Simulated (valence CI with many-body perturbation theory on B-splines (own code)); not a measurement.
Results of a calculation; reference values are marked as such.
**Hyperfine factors and g values of W XLIV**

Level of theory: valence CI with perturbative core correlation (CI+MBPT): three valence electrons over a frozen Dirac-Fock core [Ar] 3d10, radial functions for each j: 11 s, 11 p, 10 d, 8 f, 5 g, 2 h, with the one-electron correlation potential Σ1, the two-electron term Σ2, the three-electron term Σ3, Breit, model QED; selected CI, second order for the rest, scaled by the run's own slope (own B-spline code, finite nucleus).

The last digits are not significant, and no measured levels were compared; by estimate large intervals hold to a few tenths of a per cent, small ones and those within an open d or f shell to about a per cent.

A/g_I is the dipole constant over the nuclear g factor μ/I (μ in nuclear magnetons, uniformly magnetised nucleus), B/Q the quadrupole constant per barn. Both hold the static response of the core; the bare values leave it out. Large factors of s and p1/2 electrons are usually good to 5 to 10 %; those of open d and f shells near neutrality can be off by tens of per cent, and small factors of p3/2, d and f electrons come from cancelling terms and can be off by a factor of two or in sign, in half-filled shells by more. B is blank for J = 1/2, where it vanishes, and for nearly pure S terms. Energies count from the lowest level.

Levels are named by their leading jj configuration (3d3/2^4 stands for four electrons in 3d with j = 3/2), which in mixed levels can hold well under half, so a name can repeat and another be missing. Letters in brackets count levels of one name in rising energy.

| Level | E (× 10³ cm⁻¹) | g | A/g_I (MHz) | A/g_I bare | B/Q (MHz/b) | B/Q bare |
| --- | --- | --- | --- | --- | --- | --- |
| (4s^2 4p1/2) J=1/2 | 0.00 | 0.659 | 515000 | 499000 |  |  |
| (4s 4p1/2^2) J=1/2 | 780.42 | 2.192 | 1560000 | 1510000 |  |  |
| (4s^2 4p3/2) J=3/2 | 791.94 | 1.329 | 59900 | 57700 | 119000 | 115000 |
| (4s 4p1/2 4p3/2) J=3/2 [a] | 1466.5 | 1.657 | 373000 | 361000 | 96700 | 93600 |
| (4s 4p1/2 4p3/2) J=5/2 | 1534.0 | 1.359 | 452000 | 438000 | 82800 | 80100 |
| (4s 4p1/2 4p3/2) J=3/2 [b] | 1629.8 | 0.977 | 9730 | 9440 | 78600 | 76100 |
| (4s 4p1/2 4p3/2) J=1/2 | 1650.1 | 1.234 | -545000 | -527000 |  |  |
| (4s^2 4d3/2) J=3/2 | 2087.9 | 0.821 | 19600 | 19900 | 14200 | 14200 |
| (4s^2 4d5/2) J=5/2 | 2207.2 | 1.295 | 133000 | 129000 | 7010 | 7050 |
| (4s 4p3/2^2) J=5/2 | 2347.5 | 1.332 | 255000 | 247000 | 54600 | 53000 |
| (4p1/2^2 4p3/2) J=3/2 | 2412.9 | 1.325 | 54400 | 53200 | 111000 | 108000 |
| (4s 4p3/2^2) J=1/2 | 2441.8 | 1.895 | 1600000 | 1540000 |  |  |
| (4s 4p3/2^2) J=3/2 | 2471.4 | 1.193 | -238000 | -231000 | -25600 | -24900 |
| (4s 4p1/2 4d3/2) J=3/2 [a] | 2703.0 | 0.499 | -144000 | -139000 | 24900 | 24400 |
| (4s 4p1/2 4d3/2) J=5/2 | 2759.2 | 1.041 | 413000 | 400000 | 3240 | 3540 |
| (4s 4p1/2 4d3/2) J=1/2 | 2865.1 | 0.391 | -643000 | -621000 |  |  |
| (4s 4p1/2 4d3/2) J=3/2 [b] | 2873.4 | 1.304 | 397000 | 385000 | 15700 | 15300 |
| (4s 4p1/2 4d5/2) J=5/2 [a] | 2934.3 | 1.348 | 143000 | 140000 | 18700 | 18400 |
| (4s 4p1/2 4d5/2) J=7/2 | 2976.2 | 1.249 | 302000 | 293000 | 562 | 956 |
| (4s 4p1/2 4d5/2) J=3/2 | 3016.5 | 1.197 | -285000 | -274000 | -7210 | -6770 |
| (4s 4p1/2 4d5/2) J=5/2 [b] | 3016.7 | 1.092 | 40000 | 39500 | 18400 | 18000 |
| (4p1/2 4p3/2^2) J=5/2 | 3208.9 | 1.132 | 133000 | 129000 | 30200 | 29300 |
| (4p1/2 4p3/2^2) J=3/2 | 3215.3 | 1.315 | -70500 | -67500 | 28300 | 27500 |
| (4p1/2 4p3/2^2) J=1/2 | 3250.7 | 0.660 | 504000 | 487000 |  |  |
| (4s 4p3/2 4d3/2) J=5/2 [a] | 3547.8 | 0.988 | 15800 | 15700 | 59800 | 57600 |
| (4s 4p3/2 4d3/2) J=3/2 [a] | 3563.1 | 1.330 | 238000 | 230000 | -6880 | -6900 |
| (4s 4p3/2 4d3/2) J=1/2 [a] | 3563.5 | 2.312 | 817000 | 791000 |  |  |
| (4s 4p3/2 4d3/2) J=7/2 | 3568.4 | 1.221 | 182000 | 176000 | 99200 | 96100 |
| (4s 4p3/2 4d3/2) J=5/2 [b] | 3572.8 | 1.140 | 217000 | 211000 | -4080 | -4140 |
| (4p1/2^2 4d3/2) J=3/2 | 3621.1 | 0.770 | 30000 | 29200 | 20700 | 20400 |
| (4s^2 4f7/2) J=7/2 | 3643.1 | 1.221 | 93200 | 90900 | 3930 | 3330 |
| (4s 4p3/2 4d5/2) J=9/2 | 3644.5 | 1.329 | 204000 | 198000 | 145000 | 141000 |
| (4s 4p3/2 4d3/2) J=3/2 [b] | 3673.3 | 0.988 | 2370 | 2860 | -66000 | -63900 |
| (4s 4p3/2 4d5/2) J=5/2 [a] | 3738.0 | 1.349 | 314000 | 305000 | -64500 | -62400 |
| (4s 4p3/2 4d3/2) J=1/2 [b] | 3745.8 | 0.587 | 201000 | 196000 |  |  |
| (4s 4p3/2 4d5/2) J=3/2 [a] | 3765.7 | 1.192 | -98000 | -93900 | -68800 | -66600 |
| (4s 4p3/2 4d3/2) J=5/2 [c] | 3788.3 | 0.952 | -66400 | -63700 | 63100 | 61400 |
| (4s 4p3/2 4d5/2) J=7/2 [a] | 3794.9 | 1.181 | 32700 | 32200 | 124000 | 120000 |
| (4p1/2^2 4d5/2) J=5/2 | 3833.8 | 1.192 | 4190 | 5470 | 17000 | 16900 |
| (4s 4p3/2 4d5/2) J=7/2 [b] | 3884.1 | 1.201 | 76300 | 74500 | 63100 | 61400 |

Take the isotope of mass number 183, with I = 1/2, μ = 0.11739 μN. What is the hyperfine structure of (4s 4p1/2 4p3/2) J=3/2 [a]?

From the table A = 87500 MHz. Shifts from the centre of gravity in MHz: F = 1: -109000, F = 2: 65600.
